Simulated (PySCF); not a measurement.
**Molecular orbitals of HgS**

PBE0 at R = 2.558 Å; Hg cc-pVDZ-PP with ECP60, S cc-pV(D+d)Z; scalar-relativistic core potentials (PySCF 2.14). State: ³Π (triplet), unpaired electrons σ ↑, π ↑. Only the outer orbitals are listed, counted within each symmetry, core potentials removing the inner ones.

```csv
spin,orbital,occ.,ε (eV),on Hg (%),main shells (%)
α,8σ,1,-9.84,53,"46 S p, 45 Hg s"
α,4π,1,-8.86,4,96 S p
α,4π,1,-7.51,4,96 S p
α,9σ,1,-6.75,63,"50 Hg s, 37 S p, 11 Hg p"
α,5π,0,-0.87,98,98 Hg p
α,5π,0,-0.73,97,97 Hg p
α,10σ,0,0.53,100,96 Hg p
β,8σ,1,-8.79,67,"64 Hg s, 31 S p"
β,4π,1,-6.89,5,95 S p
β,4π,0,-4.12,9,91 S p
β,9σ,0,-3.82,50,"50 S p, 34 Hg s, 14 Hg p"
β,5π,0,-0.45,97,97 Hg p
```

Which are the highest filled and the lowest empty level, where do they sit, and how wide is the gap?

Highest filled α 9σ at -6.75 eV (in %: 50 Hg s, 37 S p, 11 Hg p); lowest empty β 4π at -4.12 eV (in %: 91 S p); the gap at PBE0 is 2.63 eV.

| Item | Value |
| --- | --- |
| bond order (Mayer) | 0.81 |
| ⟨S²⟩ | 2.011 |
| charge on Hg (Mulliken, basis-dependent) | 0.15 |
| charge on Hg (Löwdin, basis-dependent) | 0.00 |
| dipole moment (positive dipole means Hg(−)S(+)) | -1.47 D |
| polarisability along the bond | 83.2 bohr³ |
| polarisability across the bond | 40.0 bohr³ |

Spin–orbit coupling is left out. The state is the lowest determinant that a PBE0 search found; another state may lie lower at other levels.
